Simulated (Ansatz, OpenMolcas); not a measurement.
# Ansatz → OpenMolcas

This Ansatz 0.2.0 job computes InHCl (SMILES [Cl][InH]):

job.yaml:
```yaml
crystal:
  periodic: [false, false, false]
  atoms:
    - symbol: Cl
      position_ang: [-1.649800, 0.396800, -0.867400]
    - symbol: In
      position_ang: [0.409500, 0.542400, 0.286100]
    - symbol: H
      position_ang: [1.229400, -1.003900, 0.568100]
basis:
  gaussian:
    orbitals: def2-TZVPP
magnetization:
  spin_polarized: true
  initial_magnetization: 1
hamiltonian:
  xc: {name: BLYP}
accuracy: high
output: {orbitals: {seedname: orbitals}}
```

```bash
$ ansatz run job.yaml --threads 1 --pin off --max-ram 3480MiB --events-out events.jsonl --progress --plain --runs-dir runs
```

The coordinates come from a PBE0-D4/def2-TZVP relaxation.

It gives a total energy of -650.922372 Eh.

Question: Translate the job to OpenMolcas 26.06 as an input file of the program's own, asking for the gradient.

Answer: This input was run:

calc.input:
```
&gateway
 baslib=$CurrDir
 coord
 3
 bohr
 Cl    -3.11767016     0.74984333    -1.63914844
 In     0.77384285     1.02498745     0.54065064
 H      2.32322930    -1.89709606     1.07355341
 basis=def2-TZVPP
 group=NoSym

&seward
 gridinput
 Grid=UltraFine
 End of Grid

&scf
 uhf
 spin=2
 ksdft=BLYP
 thresholds=1e-10 1e-07 1e-07 1e-05
 prorbitals=1 1

&alaska
```

```bash
$ export MOLCAS_MEM=1860
$ pymolcas calc.input > calc.log
```

(Basis files named in the input come from the Basis Set Exchange and aren't shown.)

Its energy is -650.922370 Eh, 0.002 mEh from the first.
